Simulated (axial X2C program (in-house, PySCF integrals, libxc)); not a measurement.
# Spin–orbit effects down a group: molecules with S (ions), PBE0

Computed with an axial X2C code built on PySCF integrals, spin-free (one-electron X2C) or two-component (2c: spin–orbit coupling with atomic mean-field Coulomb and Gaunt terms, which also bring small scalar terms), in Dyall basis sets with cores contracted in-house; open shells are unrestricted.

Basis sets: Hf dyall-cv3z, S dyall-av3z, Ti dyall-cv3z, Zr dyall-cv3z.

```tsv
molecule	spin-free state	Re (Å)	ωe (cm⁻¹)	De (eV)	2c state	Re 2c (Å)	ωe 2c (cm⁻¹)	De 2c (eV)
TiS⁺	M_S = 1/2, Λ = 2	2.023	623.1	4.18	Ω = 3/2	2.023	623.2	n/a
ZrS⁺	M_S = 1/2, Λ = 2	2.139	582.2	5.19	Ω = 3/2	2.139	582.0	n/a
HfS⁺	M_S = 1/2, Λ = 0	2.116	578.2	5.49	Ω = 1/2	2.115	577.7	n/a
```

Question: Work out the shifts from the spin-free to the two-component result.

Answer: 

| molecule | 2c state | ΔRe (Å) | Δωe (cm⁻¹) | ΔDe (eV) |
| --- | --- | --- | --- | --- |
| TiS⁺ | Ω = 3/2 | 0.000 | 0.1 | n/a |
| ZrS⁺ | Ω = 3/2 | 0.000 | -0.2 | n/a |
| HfS⁺ | Ω = 1/2 | -0.001 | -0.5 | n/a |

Shifts of one unit in the last digit are rounding.

Fragments in 2c: Ti+ + S, Zr+ + S, Hf+ + S. Each entry is the lowest single determinant of a limited PBE0 search at one distance. De goes to single-determinant-based atoms at the same level (for ions the charge split of lowest energy) and is withheld (n/a) where an atom does not fit its ground term or J level. Main or longest-lived isotopes. One determinant is a doubtful description, or other states lie close, for TiS⁺, ZrS⁺, HfS⁺; these need not be ground states, and all values refer to the states named. The functionals have no current term, which raises determinants with orbital currents.
